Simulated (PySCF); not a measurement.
C₆H₉NS.
SMILES: `CCCc1ccsn1`

The closed-shell SCF was solved with PySCF and density fitting under several settings on one GFN2-xTB geometry (grid level 2 and gas phase unless stated).

| settings | basis functions | SCF cycles | E (Eh) | HOMO (eV) | LUMO (eV) | dipole (D) |
| --- | --- | --- | --- | --- | --- | --- |
| LC-wPBE/pcSseg-1, start guess sap | 188 | 18 | -686.6281 | -9.86 | 1.35 | 2.38 |
| PBE0/def2-SVPD, IEF-PCM dichloromethane, start guess atom | 239 | 12 | -686.2009 | -7.32 | -0.85 | 3.23 |

Problem. Estimate the row for these settings: PBE0/def2-SVP.

Solution. 
| settings | basis functions | SCF cycles | E (Eh) | HOMO (eV) | LUMO (eV) | dipole (D) |
| --- | --- | --- | --- | --- | --- | --- |
| PBE0/def2-SVP | 161 | 14 | -686.1735 | -7.24 | -0.64 | 2.20 |

Problem. Over all rows, what range does the HOMO–LUMO gap span?

Solution. From 6.47 eV (PBE0/def2-SVPD, IEF-PCM dichloromethane, start guess atom) to 11.21 eV (LC-wPBE/pcSseg-1, start guess sap). The functional of the narrowest has 25 % exact exchange, that of the widest range-separated exact exchange.

Problem. And the dipole moment?

Solution. From 2.20 D (PBE0/def2-SVP) to 3.23 D (PBE0/def2-SVPD, IEF-PCM dichloromethane, start guess atom); the largest is 1.47 times the smallest, and the median is 2.38 D.

Whole jobs, the steps after the SCF included, on an Intel Xeon at 2.70 GHz with one thread, shared host:

```
                                                 settings                                                  work after the SCF  wall time  peak memory
                        LC-wPBE/pcSseg-1, start guess sap     shieldings, ring-centre shieldings, charges and field gradients       85 s      1.0 GiB
PBE0/def2-SVPD, IEF-PCM dichloromethane, start guess atom  12 singlets by full TDDFT, 2 Tamm–Dancoff triplets, polarisability       92 s      1.1 GiB
                                            PBE0/def2-SVP                                  shieldings, ring-centre shieldings       30 s     0.84 GiB
```

Cycle counts include a coarse-grid stage where the run had one. The structure is a single GFN2-xTB conformer; no vibrational corrections.

Shape of the structure used: `[CH3:1][CH2:2][CH2:3][c:4]1[cH:5][cH:6][s:7][n:8]1`: C1–C2–C3–C4 -66°, C2–C3–C4–C5 -75°.
